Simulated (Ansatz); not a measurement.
**Ligand exchange: Sn(CH3)F + InH2(NH2) → Sn(CH3)(NH2) + InH2F**

Species: Sn(CH3)F, singlet; InH2(NH2), singlet; Sn(CH3)(NH2), singlet; InH2F `[F][InH2]`, singlet. The partners trade F for NH2: Sn–F and In–NH2 bonds give way to Sn–NH2 and In–F.

Shapes, held fixed at every level: PBE0-D4/def2-TZVP. Flexible molecules stand in one conformer, not always the lowest. Programs: Ansatz 0.2.0. The zero-point and thermal change to 298 K, harmonic and unscaled (PBE0-D4/def2-TZVP), is +1.1 kJ/mol.

**Question.** Estimate ΔH(298 K) of this reaction.

**Answer.** The highest level, CCSD(T)/def2-TZVPP, gives ΔH(298 K) = +0.7 kJ/mol; the levels span +0.6 to +4.3. That is about zero within the method's error. The column of differences is taken from that level and isn't an error. No measured value is set beside it here. For atoms past krypton def2 sets carry core potentials with scalar relativity. Outer-core shells of In, Sn are correlated, in sets that cover them unevenly.

| level | kind | ΔH(298 K) (kJ/mol) | less CCSD(T)/def2-TZVPP |
| --- | --- | --- | --- |
| HF/def2-TZVPP | Hartree–Fock | +3.0 | +2.3 |
| SPW92/def2-TZVPP | LDA | +3.3 | +2.6 |
| PBE-D4/def2-TZVPP | GGA | +0.6 | -0.1 |
| B3LYP-D4/def2-TZVPP | global hybrid | +1.0 | +0.3 |
| PBE0-D4/def2-TZVPP | global hybrid | +1.3 | +0.6 |
| wB97X-V/def2-TZVPP | range-separated hybrid | +4.3 | +3.6 |
| CCSD/def2-TZVPP | coupled cluster or CI | +2.1 | +1.4 |
| CCSD(T)/def2-TZVPP | coupled cluster or CI | +0.7 | 0.0 |
